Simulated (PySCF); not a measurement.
## Mayer bond orders and bond lengths

Compound: C8H16FN.
SMILES with atom numbers: `[CH3:1][CH2:2][NH:3][CH2:4][C@@H:5]1[CH2:6][CH2:7][CH2:8][C@@H:9]1[F:10]` (hydrogens: H11, H12, H13 on C1; H14, H15 on C2; H16 on N3; H17, H18 on C4; H19 on C5; H20, H21 on C6; H22, H23 on C7; H24, H25 on C8; H26 on C9)

Geometry (GFN2-xTB, Å), atoms numbered from 1 in this order:
```
atom  x, y, z in Å
C1     4.0236   -0.1511   -0.5398
C2     2.9094    0.2540    0.4150
N3     1.6238   -0.1740   -0.1032
C4     0.5119    0.1670    0.7625
C5    -0.7952   -0.3706    0.1846
C6    -1.3467    0.4086   -1.0116
C7    -2.7897   -0.0820   -1.1045
C8    -3.2413   -0.2205    0.3560
C9    -1.9566   -0.3361    1.1890
F10   -1.8448    0.7727    2.0126
H11    3.9258    0.3726   -1.4885
H12    3.9739   -1.2197   -0.7298
H13    4.9928    0.0876   -0.1102
H14    3.0533   -0.2431    1.3795
H15    2.9489    1.3444    0.5945
H16    1.4786    0.2410   -1.0196
H17    0.4208    1.2530    0.9375
H18    0.6952   -0.3072    1.7327
H19   -0.6326   -1.4117   -0.1089
H20   -0.7879    0.2247   -1.9276
H21   -1.3252    1.4776   -0.7912
H22   -3.4257    0.5993   -1.6667
H23   -2.8135   -1.0554   -1.5966
H24   -3.8896   -1.0828    0.5015
H25   -3.7801    0.6686    0.6836
H26   -1.9501   -1.1939    1.8690
```

Bond orders from the PBE0/pcSseg-1 density (PySCF). Geometry: GFN2-xTB, one conformer, isolated molecule.

**Question.** How far do the computed orders between heavy atoms stray from the drawn ones?

**Answer.** The largest departure is 0.152, at C9–F10 (drawn single, 0.848). Drawn single, order below 0.88: C9–F10 (0.848).

**Question.** Set the Mayer orders of the bonds between heavy atoms beside their lengths.

**Answer.** 
| bond | drawn as | length (Å) | Mayer order |
| --- | --- | --- | --- |
| C1–C2 | single | 1.522 | 1.065 |
| C2–N3 | single | 1.451 | 0.971 |
| N3–C4 | single | 1.450 | 0.966 |
| C4–C5 | single | 1.527 | 1.001 |
| C5–C6 | single | 1.530 | 0.981 |
| C6–C7 | single | 1.527 | 1.046 |
| C7–C8 | single | 1.535 | 1.044 |
| C8–C9 | single | 1.535 | 1.027 |
| C9–F10 | single | 1.386 | 0.848 |
| C9–C5 | single | 1.536 | 1.002 |

Bonds between the same two heavy elements. C–C: lowest C5–C6 (0.981, 1.530 Å), highest C1–C2 (1.065, 1.522 Å); in 5 of the 21 pairs the longer bond (by over 0.003 Å) has the higher order (by 0.02 or more). C–N: all 2 within 0.02 of one another (0.966 to 0.971).

**Question.** And the bonds to hydrogen?

**Answer.** C–H: 0.93 to 0.97 (15 bonds); H–N: 0.93 (1 bond).

**Question.** Sum the orders of all bonds at each heavy atom with more than one neighbour and set the sums beside the valence in the SMILES.

**Answer.** C1 3.961 (drawn 4), C2 3.923 (drawn 4), N3 2.864 (drawn 3), C4 3.844 (drawn 4), C5 3.909 (drawn 4), C6 3.924 (drawn 4), C7 3.994 (drawn 4), C8 3.961 (drawn 4), C9 3.832 (drawn 4). Orders between atoms that aren't bonded are not in these sums.

The Mayer order sums products of elements of PS (density times overlap matrix) between the two atoms' basis functions, so it depends on the basis set.
